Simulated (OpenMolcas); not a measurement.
Mo3+ (d3) among equal point charges was computed by CASSCF with the d shell active (OpenMolcas, ANO-RCC-VDZP on the metal). Its lowest spin-free states, and all those of the highest spin:

| 2S+1 | Degeneracy | E (cm-1) |
| --- | --- | --- |
| 4 | 1 | 0.0 |
| 4 | 2 | 6317 |
| 2 | 2 | 12733 |
| 4 | 2 | 13388 |
| 2 | 2 | 14856 |
| 2 | 1 | 16435 |
| 4 | 2 | 17406 |
| 2 | 1 | 18045 |
| 2 | 2 | 18454 |
| 2 | 2 | 19324 |
| 2 | 2 | 20793 |
| 4 | 2 | 21080 |
| 4 | 1 | 38717 |

Is the site octahedral, tetrahedral or cube-like, axial, or of lower symmetry?

The states with 2S+1 = 4 have orbital degeneracies 1, 2, 2, 2, 2, 1. There are pairs but no triples, so the site is axial: not cubic, but with a proper or improper axis of order three or more. The run had Mo3+ among 6 point charges of -1.7 e arranged as a trigonal prism (D3h), 2.07 Å from the ion, with a polar angle of 45.7° against the regular 49.1°. The active orbitals were held to one l.

Without dynamic correlation the repulsion within the d shell is too large (B by tens of per cent), so at a given field states of lower spin stand too high. This is an electrostatic model: the charges have no orbitals. An unlabelled pair can be two single states that coincide in this model. No measured value stands beside these numbers.
